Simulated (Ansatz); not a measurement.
Consider the ligand exchange at the Al–F bond: `C[O][AlH][F]` + H₂Se → `C[O][AlH][SeH]` + H–F.

Computed with Ansatz on PBE0-D4/def2-TZVP structures; ΔE is electronic, products minus reactants. CCSD(T)/CBS is the MP2 limit (def2-TZVPP, def2-QZVPP) plus CCSD(T) − MP2 in def2-TZVPP, frozen cores. This one scheme is used for every species. DFT in def2-TZVPP. For Se outer-core shells are correlated without core-valence functions, which leaves a few kJ/mol of doubt a bond. Scalar relativity is left out up to krypton. Each species was taken in one conformer, which may not be the lowest.

(1) Is it downhill or uphill in electronic energy at CCSD(T)/CBS, and by how much? (Best estimate.)

(2) What do these levels give: PBE0-D4, HF/def2-QZVPP, MP2/def2-QZVPP, HF/CBS(def2), MP2/CBS(def2), CCSD/CBS(def2)? (Estimate.)

Largest T1 diagnostic among the species: 0.013.

## Answers

(1) Ansatz gave: Uphill: ΔE = +63.5 kJ/mol.

(2) Computed: PBE0-D4 57.3, HF/def2-QZVPP 83.2, MP2/def2-QZVPP 63.1, HF/CBS(def2) 83.6, MP2/CBS(def2) 60.5, CCSD/CBS(def2) 66.6 kJ/mol.

In def2-TZVPP, CCSD(T) changes the Hartree–Fock value by −13.1 kJ/mol (the triples alone add −3.1 kJ/mol) and MP2 by −16.2 kJ/mol. The D4 term adds −7.4 kJ/mol with B3LYP and −4.2 kJ/mol with PBE0; it sums over pairs of atoms, weighted by their polarisabilities, and B3LYP, whose exchange is more repulsive, gets the larger term.

B3LYP here is the variant with VWN-RPA as its local correlation; programs differ in this.
